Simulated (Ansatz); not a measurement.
Reaction (stannylene formation by 1,1-elimination): `[F][Sn]([SiH3])([Cl])[Cl]` → `[F][Sn][Cl]` + `[SiH3]Cl`

Gas-phase electronic energies from Ansatz, PBE0-D4/def2-TZVP geometries. CCSD(T)/CBS is the MP2 limit (def2-TZVPP, def2-QZVPP) plus CCSD(T) − MP2 in def2-TZVPP, frozen cores. This one scheme is used for every species. DFT in def2-TZVPP. B3LYP here is the variant with VWN-RPA as its local correlation; programs differ in this. HSE06 is defined as in plane-wave codes. def2 core potentials past Kr. For Sn outer-core shells are correlated without core-valence functions, which leaves a few kJ/mol of doubt a bond.

(1) Is it downhill or uphill in electronic energy at CCSD(T)/CBS, and by how much? (An estimate is asked.)

(2) What do these levels give: ωB97M-V, PBE, BLYP, B3LYP, r2SCAN0, HSE06, RPA@PBE/def2-TZVPP, CCSD(T)/def2-SVP, CCSD/def2-TZVPP, HF/CBS(def2), MP2/CBS(def2), CCSD/CBS(def2)? (Estimate.)

Largest T1 diagnostic among the species: 0.016.

## Answers

(1) Computed: Downhill: ΔE = -7.4 kJ/mol.

(2) The calculation gave: ωB97M-V -14.4, PBE -24.0, BLYP -57.4, B3LYP -42.9, r2SCAN0 -5.0, HSE06 -11.7, RPA@PBE/def2-TZVPP -20.1, CCSD(T)/def2-SVP -0.7, CCSD/def2-TZVPP -13.5, HF/CBS(def2) -24.2, MP2/CBS(def2) -13.4, CCSD/CBS(def2) -11.7 kJ/mol.

The D4 term adds +16.2 kJ/mol with B3LYP and +9.3 kJ/mol with PBE0; it sums over pairs of atoms, weighted by their polarisabilities, and B3LYP, whose exchange is more repulsive, gets the larger term. At CCSD(T), def2-SVP lies +6.7 kJ/mol from the extrapolated value and def2-TZVPP −1.8 kJ/mol.
